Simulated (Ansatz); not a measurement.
Computed with Ansatz on PBE0-D4/def2-TZVP structures; ΔE is electronic, products minus reactants. CCSD(T)/CBS adds triple-zeta CCSD(T) − MP2 to the extrapolated MP2 energy (def2 sets, frozen cores). Functionals use def2-TZVPP. B3LYP here is the variant with VWN-RPA as its local correlation; programs differ in this. HSE06 is defined as in plane-wave codes. Each species was taken in one conformer, which may not be the lowest.

Consider the redistribution: `N[SiH](F)P` + `C[Si](C)(Cl)Cl` → `C[Si](C)(P)Cl` + `N[SiH](F)Cl`.

`N[SiH](F)P`:

Cartesian coordinates in Å:
```
N 0.190 -0.983 1.220
Si 0.546 0.032 -0.091
F 1.645 1.163 0.220
P -1.324 1.160 -0.588
H -0.358 -0.672 2.005
H 0.765 -1.777 1.450
H 1.137 -0.814 -1.153
H -0.744 1.805 -1.712
H -1.857 0.087 -1.352
```

`C[Si](C)(Cl)Cl`:

Cartesian coordinates in Å:
```
C 1.601 -0.057 -0.011
Si -0.133 0.298 0.526
C -1.437 -0.310 -0.637
Cl -0.440 -0.567 2.369
Cl -0.349 2.333 0.748
H 1.803 0.415 -0.976
H 2.315 0.329 0.719
H 1.754 -1.135 -0.110
H -1.317 0.155 -1.618
H -2.432 -0.067 -0.258
H -1.366 -1.395 -0.752
```

`C[Si](C)(P)Cl`:

```xyz
13

C     1.341    0.807    0.911
Si   -0.211   -0.101    0.430
C     0.097   -1.325   -0.939
P    -1.840    1.394   -0.009
Cl   -0.874   -1.169    2.081
H     2.122    0.100    1.202
H     1.155    1.479    1.751
H     1.713    1.400    0.071
H     0.864   -2.044   -0.641
H    -0.814   -1.874   -1.184
H     0.439   -0.807   -1.840
H    -1.284    1.727   -1.277
H    -2.708    0.412   -0.556
```

`N[SiH](F)Cl`:

```xyz
7

N    -0.833   -0.224    0.637
Si    0.449    0.253   -0.348
F     0.253   -0.076   -1.895
Cl    2.106   -0.782    0.235
H    -0.938   -1.171    0.961
H    -1.695    0.295    0.672
H     0.659    1.706   -0.262
```

**Question.** Is it downhill or uphill in electronic energy at CCSD(T)/CBS, and by how much? (Best estimate.)

**Answer.** Ansatz gave: Nearly level: ΔE = 0.00 eV.

**Question.** What do these levels give: B3LYP-D4, PBE, HSE06, MP2/def2-QZVPP, SCS-MP2/def2-QZVPP, CCSD/CBS(def2)? (Best estimate.)

**Answer.** Computed: B3LYP-D4 0.01, PBE 0.03, HSE06 0.02, MP2/def2-QZVPP -0.01, SCS-MP2/def2-QZVPP -0.01, CCSD/CBS(def2) 0.00 eV.

Largest T1 diagnostic among the species: 0.012.

Leaving LDA and LC-ωPBE aside and taking each functional with its dispersion term where it has one, the values, not all of them listed here, spread over 0.03 eV, from BHLYP-D4 to B97M-V.
